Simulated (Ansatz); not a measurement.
`B[SiH]([SiH3])[SiH3]` + H₂O → `B[SiH](O)[SiH3]` + SiH₄  (formal hydrolysis of the Si–Si bond)

Gas-phase electronic energies from Ansatz, PBE0-D4/def2-TZVP geometries. CCSD(T)/CBS is the MP2 limit (def2-TZVPP, def2-QZVPP) plus CCSD(T) − MP2 in def2-TZVPP, frozen cores. This one scheme is used for every species. One conformer a species, not always the lowest.

```json
{"species": "`B[SiH]([SiH3])[SiH3]`", "SCS-MP2/def2-QZVPP energy (Eh)": "-897.30301"}
{"species": "H₂O", "SCS-MP2/def2-QZVPP energy (Eh)": "-76.34808"}
{"species": "`B[SiH](O)[SiH3]`", "SCS-MP2/def2-QZVPP energy (Eh)": "-682.23829"}
{"species": "SiH₄", "SCS-MP2/def2-QZVPP energy (Eh)": "-291.43864"}
```

(1) Work out ΔE.

(2) What do rigid-rotor, harmonic-oscillator terms from PBE0-D4/def2-TZVP frequencies (298.15 K, 1 bar) make of the CCSD(T)/CBS value? (Estimate.)

Largest T1 diagnostic among the species: 0.015.

Answers

(1) ΔE = (-682.23829) + (-291.43864) − (-897.30301) − (-76.34808) = -0.02584 Eh = -67.8 kJ/mol. CCSD(T)/CBS gives -55.8 kJ/mol.

(2) Computed: ΔZPE = -3.9 kJ/mol, ΔH = -62.9 kJ/mol, ΔS = -23 J/(mol·K), ΔG = -56.0 kJ/mol. Modes under 50 cm⁻¹ make the entropy rough.

At CCSD(T), def2-SVP lies +4.4 kJ/mol from the extrapolated value and def2-TZVPP −2.7 kJ/mol. Leaving LDA and LC-ωPBE aside and taking each functional with its dispersion term where it has one, the values, not all of them listed here, spread over 31.5 kJ/mol, from CAM-B3LYP-D4 to revPBE-D4. In def2-TZVPP, CCSD(T) changes the Hartree–Fock value by +30.9 kJ/mol (the triples alone add +4.5 kJ/mol) and MP2 by +28.6 kJ/mol.
